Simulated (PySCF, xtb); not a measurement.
C3H4BrCl, SMILES ClC1(Br)CC1.

GFN2-xTB (xtb 6.7.1) at its own geometry gives an orbital gap of 4.58 eV and a dipole moment of 3.38 D.

Geometry: PBE-D3(BJ)/def2-SVP.

Question: What does r2SCAN/def2-TZVP (PySCF) give? (An estimate is asked for; the answer gives what the named calculation found.)

Answer: gap 5.22 eV (levels -6.77 and -1.56 eV), dipole 2.23 D.
